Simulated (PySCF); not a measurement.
Job file and geometry (Å, from GFN2-xTB) of an NMR shielding run on SMILES [C@@H]1([SiH2]P[SiH2][SiH3])[C@H](C)C1, C$_{4}$H$_{15}$PSi$_{3}$, GIAO PBE0/pcSseg-1 NMR shielding, non-relativistic, gas phase in PySCF; density fitting, a coarse starting grid and PySCF grid level 2 are the driver's defaults:

```
$ OMP_NUM_THREADS=1 python probes_run.py task.json out

{"job": {"kind": "nmr", "xc": "PBE0", "basis": "pcSseg-1"}, "charge": 0, "multiplicity": 1}
C     -3.000083    -0.802641     0.348112
C     -2.878734     0.602660    -0.179929
C     -2.113327     0.868205    -1.432043
C     -1.567520     1.344723    -0.111286
Si    -0.016654     0.577542     0.637762
P      0.664751    -1.137930    -0.620241
Si     2.653646    -1.603304     0.287506
Si     4.102631     0.190880     0.551430
H     -3.122366    -0.797148     1.430266
H     -3.863990    -1.298776    -0.092246
H     -2.110513    -1.379497     0.102141
H     -3.770160     1.201313    -0.018443
H     -1.614526     0.028302    -1.897913
H     -2.482650     1.599458    -2.136844
H     -1.656158     2.410962     0.067039
H     -0.266643     0.034009     1.978316
H      1.009300     1.627208     0.749718
H      1.166500    -0.361850    -1.644023
H      2.313552    -2.264966     1.555056
H      3.187529    -2.656203    -0.589529
H      5.495551    -0.256529     0.612822
H      4.019808     1.155914    -0.550464
H      3.845304     0.944650     1.781686
```

Problem. What does the program print?

Solution. 
```
coarse grid: 20144 points
cycle   1  E = -1370.4137462319  dE =  5.411e-01  |g| = 3.840e-01  |ddm| = 4.243e+00
cycle   2  E = -1370.4022507758  dE =  1.150e-02  |g| = 4.419e-01  |ddm| = 8.437e-01
cycle   3  E = -1370.4545252299  dE = -5.227e-02  |g| = 4.890e-02  |ddm| = 5.177e-01
cycle   4  E = -1370.4550317554  dE = -5.065e-04  |g| = 2.014e-02  |ddm| = 7.765e-02
cycle   5  E = -1370.4551301656  dE = -9.841e-05  |g| = 4.483e-03  |ddm| = 2.501e-02
cycle   6  E = -1370.4551348185  dE = -4.653e-06  |g| = 1.300e-03  |ddm| = 6.481e-03
final grid: 173120 points
cycle   7  E = -1370.5011759540  dE = -4.766e-05  |g| = 7.632e-03  |ddm| = 3.892e-02
cycle   8  E = -1370.5011689411  dE =  7.013e-06  |g| = 9.196e-03  |ddm| = 1.544e-02
cycle   9  E = -1370.5011908221  dE = -2.188e-05  |g| = 6.009e-04  |ddm| = 8.878e-03
cycle  10  E = -1370.5011908963  dE = -7.425e-08  |g| = 2.153e-04  |ddm| = 9.061e-04
cycle  11  E = -1370.5011909084  dE = -1.206e-08  |g| = 3.830e-05  |ddm| = 2.542e-04
cycle  12  E = -1370.5011909087  dE = -3.151e-10  |g| = 1.426e-05  |ddm| = 6.493e-05
converged SCF energy = -1370.5011909087

GIAO shielding tensors (ppm)
atom      isotropic    diamagn.    paramagn.     s11        s22        s33       span
  0 C      168.443     247.866     -79.423    155.437    164.517    185.375     29.938
  1 C      173.385     258.266     -84.881    143.677    163.850    212.629     68.953
  2 C      174.463     252.764     -78.301    146.571    168.041    208.778     62.207
  3 C      187.458     253.767     -66.309    155.269    181.617    225.489     70.220
  4 Si     396.729     882.722    -485.994    339.862    404.818    445.506    105.644
  5 P      631.358     971.316    -339.958    574.499    604.117    715.457    140.958
  6 Si     444.198     880.938    -436.740    413.623    447.320    471.650     58.027
  7 Si     462.362     879.466    -417.104    436.712    473.090    477.284     40.572
  8 H       30.206      30.144       0.062     25.972     27.498     37.149     11.177
  9 H       30.154      27.726       2.428     25.403     27.013     38.046     12.643
 10 H       30.640      31.195      -0.555     23.355     31.939     36.625     13.270
 11 H       30.642      31.551      -0.909     23.084     27.461     41.380     18.296
 12 H       31.438      32.460      -1.022     24.661     30.817     38.837     14.176
 13 H       30.836      31.261      -0.425     24.869     26.048     41.590     16.720
 14 H       31.745      32.367      -0.622     23.679     28.102     43.453     19.773
 15 H       27.377      32.162      -4.785     22.783     27.118     32.230      9.447
 16 H       26.966      32.740      -5.774     21.434     27.302     32.163     10.728
 17 H       31.527      33.798      -2.270     25.158     29.945     39.479     14.321
 18 H       27.707      29.551      -1.843     23.801     26.007     33.315      9.514
 19 H       27.521      29.089      -1.569     22.543     25.792     34.228     11.685
 20 H       28.215      27.738       0.477     24.470     25.383     34.792     10.322
 21 H       28.314      29.312      -0.997     24.617     27.432     32.894      8.278
 22 H       28.047      29.114      -1.066     24.363     26.797     32.982      8.619
```

Size and cost of the density-fitted run: 239 basis functions, 3.3 min wall time on 1 thread of an Intel Xeon, shared host; peak memory 1.1 GiB.
